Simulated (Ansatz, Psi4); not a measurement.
Psi4 was given this input:
```
memory 2 GB

molecule mol {
1 2
  Li   -0.000000   -0.000000   -1.424943
  O     0.000000    0.000000    0.366629
  H     0.000000    0.000000    1.341793
}

set basis cc-pvtz
set reference uks
set scf_type pk
set puream true
set d_convergence 1e-8
set dft_radial_points 99
set dft_spherical_points 590

energy('wb97x')
print_variables()
```

Q: Write the same job for Ansatz (a quantum-chemistry and plane-wave program).

A: One answer among several that fit: 
Ansatz 0.2 input:
```yaml
crystal:
  periodic: [false, false, false]
  atoms:
    - {symbol: Li, position_ang: [-0.00000000, -0.00000000, -1.42494255]}
    - {symbol: O, position_ang: [0.00000000, 0.00000000, 0.36662930]}
    - {symbol: H, position_ang: [0.00000000, 0.00000000, 1.34179325]}
basis:
  gaussian:
    orbitals: cc-pVTZ
hamiltonian:
  xc: {name: wB97X}
total_charge: 1
magnetization: {spin_polarized: true, initial_magnetization: 1}
accuracy: high
```

Both were run: Psi4 gave -83.064503 Eh and Ansatz -83.064502 Eh, 0.001 mEh apart.
